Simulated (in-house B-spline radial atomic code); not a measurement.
The numbers below are computed, except where a source is named.
**Weak and strong correlation along the adiabatic connection**

Two-electron singlets in several external potentials (atomic units), by full CI in B-splines with partial waves to l = 8 (correlation energies up to 0.6 % small). The repulsion is scaled by λ at fixed density; W(λ) is the mean repulsion less the Hartree energy, W(0) = E_x, and the area under W from 0 to 1 is E_xc.

One system gave this curve:

```tsv
λ	W (hartree)
0	-1.8002
0.02	-1.8021
0.05	-1.8048
0.12	-1.8113
0.25	-1.8229
0.4	-1.8358
0.6	-1.8524
0.8	-1.8682
1	-1.8832
1.4	-1.9113
2	-1.9492
3	-2.0027
4.5	-2.0663
7	-2.1428
10	-2.2053
```

Question: Which system is it?
A. −Z/r, Z = 1, wall at 2.8 bohr
B. −Z/r, Z = 3.16, wall at 1.87 bohr
C. −Z exp(−kr)/r, Z = 7.75, k = 3.24
D. −V exp(−r²/w²), V = 26.1, w = 4.32

Answer: B. The exchange energy sets the size: −Z/r, Z = 3.16, wall at 1.87 bohr: E_x = -1.8, E_c = -0.0432; −Z exp(−kr)/r, Z = 7.75, k = 3.24: E_x = -4.01, E_c = -0.0466; −V exp(−r²/w²), V = 26.1, w = 4.32: E_x = -0.958, E_c = -0.0427; −Z/r, Z = 1, wall at 2.8 bohr: E_x = -0.746, E_c = -0.0395 hartree.
